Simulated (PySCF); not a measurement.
ClFSn, singlet, geometry from GFN2-xTB (such geometries of metal compounds can be far from the true shape) (core potentials on Sn); WB97X/def2-SVP, TDDFT in PySCF.

Here is a job for PySCF.
```python
from pyscf import gto, scf, dft, tdscf

mol = gto.Mole()
mol.atom = '''
    Sn    0.175597    0.133943    0.498791
    F     1.018492    1.490590   -0.831343
    Cl   -1.055664   -1.183087   -1.026909
'''
mol.basis = 'def2-svp'
mol.ecp = {'Sn': 'def2-svp'}
mol.charge = 0
mol.spin = 0
mol.verbose = 4
mol.build()

mf = dft.RKS(mol)
mf.xc = 'wb97x'
mf.kernel()
td = mf.TDDFT()
td.nstates = 5
td.kernel()
td.analyze(verbose=3)
```

Predict the main parts of the log of this PySCF run.


```
PySCF version 2.14.0

[INPUT] verbose = 4
[INPUT] num. atoms = 3
[INPUT] num. electrons = 48
[INPUT] charge = 0
[INPUT] spin (= nelec alpha-beta = 2S) = 0
[INPUT] symmetry False subgroup None
[INPUT] Mole.unit = angstrom
[INPUT] Symbol           X                Y                Z      unit          X                Y                Z       unit  Magmom
[INPUT]  1 Sn     0.175597000000   0.133943000000   0.498791000000 AA    0.331830238295   0.253115586303   0.942578383398 Bohr   0.0
[INPUT]  2 F      1.018492000000   1.490590000000  -0.831343000000 AA    1.924670940061   2.816806864015  -1.571010585574 Bohr   0.0
[INPUT]  3 Cl    -1.055664000000  -1.183087000000  -1.026909000000 AA   -1.994915839563  -2.235710411533  -1.940576764851 Bohr   0.0

nuclear repulsion = 158.091617278701
number of shells = 24
number of NR pGTOs = 121
number of NR cGTOs = 58
basis = def2-svp
ecp = {'Sn': 'def2-svp'}

******** <class 'pyscf.dft.rks.RKS'> ********
method = RKS
initial guess = minao
damping factor = 0
level_shift factor = 0
DIIS = <class 'pyscf.scf.diis.CDIIS'>
diis_start_cycle = 1
diis_space = 8
diis_damp = 0
SCF conv_tol = 1e-09
SCF conv_tol_grad = None
SCF max_cycles = 50
direct_scf = True
direct_scf_tol = 1e-13
XC library pyscf.dft.libxc version 7.1.2
    S. Lehtola, C. Steigemann, M. J. T. Oliveira, and M. A. L. Marques,  SoftwareX 7, 1–5 (2018)
XC functionals = wb97x
    J.-D. Chai and M. Head-Gordon,  J. Chem. Phys. 128, 084106 (2008)
radial grids:
    Treutler-Ahlrichs [JCP 102, 346 (1995); DOI:10.1063/1.469408] (M4) radial grids

becke partition: Becke, JCP 88, 2547 (1988); DOI:10.1063/1.454033
pruning grids: <function nwchem_prune>
grids dens level: 3
symmetrized grids: False
atomic radii adjust function: <function treutler_atomic_radii_adjust>
small_rho_cutoff = 0
Set gradient conv threshold to 3.16228e-05
Initial guess from minao.
tot grids = 55104
init E= -751.191049152467
  HOMO = -0.784008820952627  LUMO = -0.673098131621771  gap/eV = 3.01803
cycle= 1 E= -773.412785029807  delta_E= -22.2  |g|= 2.01  |ddm|= 6.44
  HOMO = -0.172150065203194  LUMO = 0.0853508421401656  gap/eV = 7.00696
cycle= 2 E= -773.91583610426  delta_E= -0.503  |g|= 1.25  |ddm|= 4.02
  HOMO = -0.354098134734499  LUMO = -0.0290935980039393  gap/eV = 8.84382
cycle= 3 E= -774.209807610977  delta_E= -0.294  |g|= 0.203  |ddm|= 1.38
  HOMO = -0.371360428469397  LUMO = -0.0418403826593234  gap/eV = 8.96670
cycle= 4 E= -774.214030164719  delta_E= -0.00422  |g|= 0.154  |ddm|= 0.238
  HOMO = -0.381586571268599  LUMO = -0.0407806882664161  gap/eV = 9.27380
cycle= 5 E= -774.218078388301  delta_E= -0.00405  |g|= 0.0183  |ddm|= 0.105
  HOMO = -0.380343811636185  LUMO = -0.0407659659299213  gap/eV = 9.24038
cycle= 6 E= -774.21823364302  delta_E= -0.000155  |g|= 0.00504  |ddm|= 0.0366
  HOMO = -0.380447325872328  LUMO = -0.0405058589363136  gap/eV = 9.25028
cycle= 7 E= -774.218264259802  delta_E= -3.06e-05  |g|= 0.0018  |ddm|= 0.017
  HOMO = -0.380333171541124  LUMO = -0.0405763559858201  gap/eV = 9.24525
cycle= 8 E= -774.218268251762  delta_E= -3.99e-06  |g|= 0.00038  |ddm|= 0.00694
  HOMO = -0.380334655201041  LUMO = -0.0405841692252267  gap/eV = 9.24508
cycle= 9 E= -774.218268455017  delta_E= -2.03e-07  |g|= 0.000106  |ddm|= 0.00151
  HOMO = -0.380322300352592  LUMO = -0.0405679077690735  gap/eV = 9.24519
cycle= 10 E= -774.2182684624  delta_E= -7.38e-09  |g|= 2.09e-05  |ddm|= 0.000222
  HOMO = -0.380322447589381  LUMO = -0.0405679177360199  gap/eV = 9.24519
cycle= 11 E= -774.218268462999  delta_E= -5.99e-10  |g|= 6.5e-06  |ddm|= 7.17e-05
  HOMO = -0.380322316664651  LUMO = -0.0405676802267365  gap/eV = 9.24519
Extra cycle  E= -774.218268463049  delta_E= -4.92e-11  |g|= 2.84e-06  |ddm|= 1.75e-05
converged SCF energy = -774.218268463049

******** <class 'pyscf.tdscf.rks.TDDFT'> for <class 'pyscf.dft.rks.RKS'> ********
nstates = 5 singlet
deg_eia_thresh = 1.000e-03
wfnsym = None
conv_tol = 1e-05
eigh lindep = 1e-12
eigh level_shift = 0
eigh max_cycle = 100

Excitation energies (eV)
[4.20096109 5.04787531 5.57343206 5.87493844 6.17291859]

** Singlet excitation energies and oscillator strengths **
Excited State   1:      4.20096 eV    295.13 nm  f=0.0542
Excited State   2:      5.04788 eV    245.62 nm  f=0.0003
Excited State   3:      5.57343 eV    222.46 nm  f=0.0086
Excited State   4:      5.87494 eV    211.04 nm  f=0.0096
Excited State   5:      6.17292 eV    200.85 nm  f=0.0056
```
